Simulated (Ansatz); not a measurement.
The cluster Li₈. The state is a singlet with charge 0. Geometry PBE0/def2-TZVP.

```xyz
8

Li    0.059    0.745    2.464
Li    0.476   -2.003   -1.586
Li    0.287   -2.122    1.457
Li    2.413    0.452   -0.111
Li   -2.417   -0.392    0.152
Li   -0.424    0.790   -2.429
Li   -0.394    2.543    0.063
Li    0.000   -0.013   -0.009
```

The restricted singlet is unstable towards broken spin symmetry in Hartree–Fock (as tested in another run); at PBE/def2-TZVP, PBE/def2-TZVPD, PBE0/def2-TZVPD, r2SCAN0/def2-TZVP and others this wasn't settled. The structure comes from a short search, and lower isomers may exist.

Task: Estimate the orbital energies around the gap (eV) in Ansatz with PBE/def2-TZVP, PBE/def2-TZVPD, PBE0/def2-TZVPD, r2SCAN0/def2-TZVP, BHLYP/def2-TZVP.

Result: 
```json
{"orbital": "HOMO−9", "PBE/def2-TZVP": "-50.31", "PBE/def2-TZVPD": "-50.33", "PBE0/def2-TZVPD": "-54.42", "r2SCAN0/def2-TZVP": "-55.57", "BHLYP/def2-TZVP": "-58.77"}
{"orbital": "HOMO−8", "PBE/def2-TZVP": "-50.31", "PBE/def2-TZVPD": "-50.33", "PBE0/def2-TZVPD": "-54.41", "r2SCAN0/def2-TZVP": "-55.55", "BHLYP/def2-TZVP": "-58.76"}
{"orbital": "HOMO−7", "PBE/def2-TZVP": "-50.31", "PBE/def2-TZVPD": "-50.33", "PBE0/def2-TZVPD": "-54.40", "r2SCAN0/def2-TZVP": "-55.55", "BHLYP/def2-TZVP": "-58.75"}
{"orbital": "HOMO−6", "PBE/def2-TZVP": "-50.29", "PBE/def2-TZVPD": "-50.31", "PBE0/def2-TZVPD": "-54.40", "r2SCAN0/def2-TZVP": "-55.53", "BHLYP/def2-TZVP": "-58.73"}
{"orbital": "HOMO−5", "PBE/def2-TZVP": "-50.29", "PBE/def2-TZVPD": "-50.31", "PBE0/def2-TZVPD": "-54.40", "r2SCAN0/def2-TZVP": "-55.53", "BHLYP/def2-TZVP": "-58.72"}
{"orbital": "HOMO−4", "PBE/def2-TZVP": "-48.61", "PBE/def2-TZVPD": "-48.62", "PBE0/def2-TZVPD": "-52.68", "r2SCAN0/def2-TZVP": "-53.78", "BHLYP/def2-TZVP": "-57.07"}
{"orbital": "HOMO−3", "PBE/def2-TZVP": "-4.53", "PBE/def2-TZVPD": "-4.54", "PBE0/def2-TZVPD": "-5.44", "r2SCAN0/def2-TZVP": "-5.48", "BHLYP/def2-TZVP": "-6.09"}
{"orbital": "HOMO−2", "PBE/def2-TZVP": "-3.24", "PBE/def2-TZVPD": "-3.25", "PBE0/def2-TZVPD": "-3.76", "r2SCAN0/def2-TZVP": "-3.74", "BHLYP/def2-TZVP": "-4.05"}
{"orbital": "HOMO−1", "PBE/def2-TZVP": "-3.23", "PBE/def2-TZVPD": "-3.25", "PBE0/def2-TZVPD": "-3.76", "r2SCAN0/def2-TZVP": "-3.74", "BHLYP/def2-TZVP": "-4.04"}
{"orbital": "HOMO", "PBE/def2-TZVP": "-2.95", "PBE/def2-TZVPD": "-2.97", "PBE0/def2-TZVPD": "-3.45", "r2SCAN0/def2-TZVP": "-3.42", "BHLYP/def2-TZVP": "-3.69"}
{"orbital": "LUMO", "PBE/def2-TZVP": "-1.67", "PBE/def2-TZVPD": "-1.70", "PBE0/def2-TZVPD": "-1.23", "r2SCAN0/def2-TZVP": "-1.11", "BHLYP/def2-TZVP": "-0.58"}
{"orbital": "LUMO+1", "PBE/def2-TZVP": "-1.67", "PBE/def2-TZVPD": "-1.70", "PBE0/def2-TZVPD": "-1.22", "r2SCAN0/def2-TZVP": "-1.10", "BHLYP/def2-TZVP": "-0.55"}
{"orbital": "LUMO+2", "PBE/def2-TZVP": "-1.66", "PBE/def2-TZVPD": "-1.68", "PBE0/def2-TZVPD": "-1.20", "r2SCAN0/def2-TZVP": "-1.10", "BHLYP/def2-TZVP": "-0.55"}
{"orbital": "LUMO+3", "PBE/def2-TZVP": "-1.33", "PBE/def2-TZVPD": "-1.40", "PBE0/def2-TZVPD": "-0.96", "r2SCAN0/def2-TZVP": "-0.76", "BHLYP/def2-TZVP": "-0.16"}
{"orbital": "LUMO+4", "PBE/def2-TZVP": "-1.33", "PBE/def2-TZVPD": "-1.40", "PBE0/def2-TZVPD": "-0.95", "r2SCAN0/def2-TZVP": "-0.76", "BHLYP/def2-TZVP": "-0.10"}
{"orbital": "LUMO+5", "PBE/def2-TZVP": "-1.16", "PBE/def2-TZVPD": "-1.20", "PBE0/def2-TZVPD": "-0.74", "r2SCAN0/def2-TZVP": "-0.58", "BHLYP/def2-TZVP": "-0.10"}
```
